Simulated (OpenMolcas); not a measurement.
# Ar IV: Slater's ratio, worked from levels

| Item | Value |
| --- | --- |
| Program | OpenMolcas |
| Basis | ANO-R3 [6s5p4d2f1g] |
| Scalar Hamiltonian | X2C, finite nucleus |
| Active space | 3 electrons in 3 orbitals (3p) |
| State averaging | 2S+1 = 4 odd, 1 root; 2S+1 = 2 odd, 8 roots |
| Spin-orbit coupling | state interaction with AMFI integrals over the reference wave functions, term energies averaged over their components |

Methods: CASSCF; SS-CASPT2, IPEA 0.25 Eh, imaginary shift 0.1 Eh (closed shells correlated: 2s 2p 3s). Measured levels: Saloman, J. Phys. Chem. Ref. Data 39, 033101 (2010).

**Slater's ratio.** With one set of orbitals, p3 has 2D* - 4S* = 9 F2 and 2P* - 2D* = 6 F2 (F2 = F²/25), a ratio of 2/3. Term energies are centres of gravity, weighted by 2J + 1.

| Source | 2D* - 4S* | 2P* - 4S* | F2 from the first | Ratio |
| --- | --- | --- | --- | --- |
| CASSCF | 26051 | 43419 | 2895 | 0.667 |
| SS-CASPT2 | 21479 | 36425 | 2387 | 0.696 |
| measured | 21168 | 34973 | 2352 | 0.652 |

Energies in cm-1. A ratio away from 2/3 shows effects beyond one configuration with one set of orbitals, and in heavier atoms second-order spin-orbit shifts.

Term energies are means over components that CASPT2 splits; among the terms shown or strongly mixed into the levels shown the widest spread is 180 cm-1 (3s2 3p3 2D*, SS-CASPT2). With the s shell closed, the reference lacks s² → p² mixing. Measured partners are found by configuration, term and J. A level has none where our copy of the source lacks it or the pairing is in doubt (some pairs that miss far off the trend of their configuration count as doubtful), and it then counts in no deviation. Only configurations of the active space appear.

* marks odd parity.
